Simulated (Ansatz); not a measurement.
Consider the formal exchange of groups at a Ga–Cl bond: `[Cl][GaH2]` + `BC[SiH2]F` → `B[CH]([GaH2])[SiH2]F` + HCl.

Program: Ansatz. Geometries: PBE0-D4/def2-TZVP. ΔE: electronic, gas phase. CCSD(T)/CBS adds triple-zeta CCSD(T) − MP2 to the extrapolated MP2 energy (def2 sets, frozen cores). This one scheme is used for every species. For Ga outer-core shells are correlated without core-valence functions, which leaves a few kJ/mol of doubt a bond. Scalar relativity is left out up to krypton. Each species was taken in one conformer, which may not be the lowest.

```
               species  CCSD/def2-TZVPP energy (Eh)
          `[Cl][GaH2]`                  -2384.41195
           `BC[SiH2]F`                   -455.24968
`B[CH]([GaH2])[SiH2]F`                  -2379.30117
                   HCl                   -460.32332
```

Task: Work out ΔE.

Result: ΔE = (-2379.30117) + (-460.32332) − (-2384.41195) − (-455.24968) = 0.03714 Eh = +97.5 kJ/mol. CCSD(T)/CBS gives +92.3 kJ/mol.

Largest T1 diagnostic among the species: 0.013.

In def2-TZVPP, CCSD(T) changes the Hartree–Fock value by −42.7 kJ/mol (the triples alone add −5.1 kJ/mol) and MP2 by −43.8 kJ/mol. From PBE to PBE0 (25 % exact exchange), in def2-TZVPP and without D4, ΔE moves by +3.4 kJ/mol.
